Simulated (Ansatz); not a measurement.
H9PSi3, SMILES `[SiH3]P([SiH3])[SiH3]`, relaxed with RKS PBE0-D4/def2-TZVP in Ansatz from a GFN2-xTB geometry. The force threshold is 0.005 eV/Å; the program also tests the step.

The species carries charge 0 and has multiplicity 1.

Start:

```xyz
13

Si   -0.350   -1.046   -1.666
P    -0.539   -0.703    0.523
Si    1.579   -0.444    1.143
Si   -1.314    1.378    0.604
H    -1.707   -1.056   -2.207
H     0.438   -0.008   -2.338
H     0.301   -2.342   -1.835
H     2.278    0.582    0.363
H     1.556   -0.057    2.551
H     2.236   -1.735    0.956
H    -1.318    1.768    2.013
H    -0.494    2.319   -0.164
H    -2.667    1.345    0.055
```

| step | energy (eV) | largest force (eV/Å) | largest move (Å) |
| --- | --- | --- | --- |
| 1 | -33056.2649 | 0.491 | 0.000 |
| 2 | -33056.3379 | 0.137 | 0.079 |
| 3 | -33056.3614 | 0.037 | 0.114 |
| 4 | -33056.3657 | 0.019 | 0.058 |
| 5 | -33056.3665 | 0.005 | 0.028 |
| 6 | -33056.3665 | 0.004 | 0.009 |

End:

```xyz
13

Si   -0.350   -1.026   -1.597
P    -0.644   -0.839    0.622
Si    1.511   -0.445    1.116
Si   -1.281    1.314    0.597
H    -1.686   -1.029   -2.247
H     0.464    0.081   -2.168
H     0.333   -2.317   -1.870
H     2.117    0.611    0.260
H     1.594   -0.020    2.538
H     2.271   -1.709    0.934
H    -1.296    1.814    1.997
H    -0.377    2.175   -0.214
H    -2.653    1.389    0.033
```

It took 36 s on 2 threads of a server CPU on a shared host, with 0.65 GiB of host memory at the peak.
